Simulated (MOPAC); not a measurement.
Job for MOPAC: PM6 on H5NSi (SMILES N[SiH3]), a point of a bond scan (R = 2.586 Å).

```
PM6 1SCF PRECISE CHARGE=0 THREADS=1
H5NSi

N      1.99679991 1    -0.14235401 1    -0.18050762 1
Si    -0.57330372 1     0.04712310 1     0.03033856 1
H      2.59337241 1     0.53828297 1     0.26308575 1
H      2.43854824 1    -1.04815516 1    -0.19848523 1
H     -1.14118321 1    -0.28608098 1     1.36605757 1
H     -0.95227392 1     1.44629769 1    -0.27348173 1
H     -1.17949996 1    -0.88202113 1    -0.95090140 1
```

Program output:

```
*******************************************************************************
 **                                                                           **
 **                              MOPAC v23.2.5                                **
 **                                                                           **
 *******************************************************************************
 ** MOPAC's Digital Object Identifier: https://doi.org/10.5281/zenodo.6511958 **
 **                                                                           **
 ** Please cite the open-source release paper for use of this MOPAC version:  **
 ** J. E. Moussa and J. J. P. Stewart (2026)                                  **
 ** MOPAC: An open-source semiempirical molecular orbital program             **
 ** J. Open Source Softw., 11(119), 8025, https://doi.org/10.21105/joss.08025 **
 *******************************************************************************

                              PM6 CALCULATION RESULTS

 *******************************************************************************
 *  PM6        - The PM6 Hamiltonian to be used
 *
 *
 *
 *                 CHARGE ON SYSTEM = 0
 *
 *
 *
 *  PRECISE    - TIGHTER CRITERIA TO BE USED
 *  1SCF       - DO 1 SCF AND THEN STOP
 *  THREADS=1  - MULTI-THREADING NOT USED
 *  T=         - A TIME OF 172800.0 SECONDS REQUESTED
 *  DUMP=N     - RESTART FILE WRITTEN EVERY 7200.0 SECONDS REQUESTED
 *******************************************************************************
PM6 1SCF PRECISE CHARGE=0 THREADS=1
 H5NSi

   ATOM   CHEMICAL          X               Y               Z
  NUMBER   SYMBOL      (ANGSTROMS)     (ANGSTROMS)     (ANGSTROMS)

     1       N          1.99679991  *  -0.14235401  *  -0.18050762  *
     2      Si         -0.57330372  *   0.04712310  *   0.03033856  *
     3       H          2.59337241  *   0.53828297  *   0.26308575  *
     4       H          2.43854824  *  -1.04815516  *  -0.19848523  *
     5       H         -1.14118321  *  -0.28608098  *   1.36605757  *
     6       H         -0.95227392  *   1.44629769  *  -0.27348173  *
     7       H         -1.17949996  *  -0.88202113  *  -0.95090140  *



          CARTESIAN COORDINATES

    NO.       ATOM           X           Y           Z

     1         N          1.9968     -0.1424     -0.1805
     2        Si         -0.5733      0.0471      0.0303
     3         H          2.5934      0.5383      0.2631
     4         H          2.4385     -1.0482     -0.1985
     5         H         -1.1412     -0.2861      1.3661
     6         H         -0.9523      1.4463     -0.2735
     7         H         -1.1795     -0.8820     -0.9509

 General Reference for PM6:
 "Optimization of Parameters for Semiempirical Methods V: Modification of NDDO Approximations
 and Application to 70 Elements", J. J. P. Stewart, J. Mol. Mod., 13, 1173-1213 (2007)
 URL: https://link.springer.com/article/10.1007/s00894-007-0233-4

           Empirical Formula: H5 N Si  =     7 atoms



      MOLECULAR POINT GROUP   :   Cs


      RHF CALCULATION, NO. OF DOUBLY OCCUPIED LEVELS = 7


 -------------------------------------------------------------------------------
 PM6 1SCF PRECISE CHARGE=0 THREADS=1
 H5NSi



     1SCF WAS SPECIFIED, SO BFGS WAS NOT USED
     SCF FIELD WAS ACHIEVED


                              PM6 CALCULATION
                                                       MOPAC v23.2.5 Linux




          FINAL HEAT OF FORMATION =         67.58411 KCAL/MOL =     282.77192 KJ/MOL


          COSMO AREA              =        101.10 SQUARE ANGSTROMS
          COSMO VOLUME            =         85.32 CUBIC ANGSTROMS

          IONIZATION POTENTIAL    =          7.953223 EV
          HOMO LUMO ENERGIES (EV) =         -7.953 -0.467
          NO. OF FILLED LEVELS    =          7
          MOLECULAR WEIGHT        =         47.1317         POINT GROUP:  Cs

          MOLECULAR DIMENSIONS (Angstroms)

            Atom       Atom       Distance
            H     7    H     3     4.21018
            H     4    H     6     3.57810
            N     1    H     5     2.15017


          SCF CALCULATIONS        =          1





   ATOM   CHEMICAL          X               Y               Z
  NUMBER   SYMBOL      (ANGSTROMS)     (ANGSTROMS)     (ANGSTROMS)

     1       N          1.99679991  *  -0.14235401  *  -0.18050762  *
     2      Si         -0.57330372  *   0.04712310  *   0.03033856  *
     3       H          2.59337241  *   0.53828297  *   0.26308575  *
     4       H          2.43854824  *  -1.04815516  *  -0.19848523  *
     5       H         -1.14118321  *  -0.28608098  *   1.36605757  *
     6       H         -0.95227392  *   1.44629769  *  -0.27348173  *
     7       H         -1.17949996  *  -0.88202113  *  -0.95090140  *

                             CARTESIAN COORDINATES

   1    N        1.996799910    -0.142354010    -0.180507620
   2   Si       -0.573303720     0.047123100     0.030338560
   3    H        2.593372410     0.538282970     0.263085750
   4    H        2.438548240    -1.048155160    -0.198485230
   5    H       -1.141183210    -0.286080980     1.366057570
   6    H       -0.952273920     1.446297690    -0.273481730
   7    H       -1.179499960    -0.882021130    -0.950901400


           Empirical Formula: H5 N Si  =     7 atoms



      MOLECULAR POINT GROUP   :   Cs


                  EIGENVALUES
 -27.38459 -18.53729 -14.84672 -11.97751 -11.97018 -10.77596  -7.95322  -0.46659
   0.62913   0.72005   0.85625   1.26750   1.29525   3.43449   4.18652   4.23552
   6.78394   8.44254


              NET ATOMIC CHARGES AND DIPOLE CONTRIBUTIONS

  ATOM NO.   TYPE          CHARGE      No. of ELECS.   s-Pop       p-Pop       d-Pop
    1          N          -0.865954        5.8660     1.64818     4.21778
    2         Si           0.417344        3.5827     1.25665     1.89311     0.43289
    3          H           0.215411        0.7846     0.78459
    4          H           0.215411        0.7846     0.78459
    5          H           0.001527        0.9985     0.99847
    6          H           0.008131        0.9919     0.99187
    7          H           0.008131        0.9919     0.99187
 DIPOLE           X         Y         Z       TOTAL
 POINT-CHG.    -4.340     0.179     0.841     4.424
 HYBRID         1.959    -0.356     0.566     2.070
 SUM           -2.381    -0.177     1.407     2.772


          ATOMIC ORBITAL ELECTRON POPULATIONS

     Atom    s        px        py        pz      x^2-y^2     xz        z^2       yz        xy
    1  N   1.64818   1.24150   1.21473   1.76155
    2 Si   1.25665   0.45648   0.72251   0.71412   0.08104   0.09352   0.10187   0.09553   0.06093
    3  H   0.78459
    4  H   0.78459
    5  H   0.99847
    6  H   0.99187
    7  H   0.99187

 **********************
 *                    *
 * JOB ENDED NORMALLY *
 *                    *
 **********************




 == MOPAC DONE ==
```

The run finished.

Cost: about 0.020 core-seconds (a rough figure).
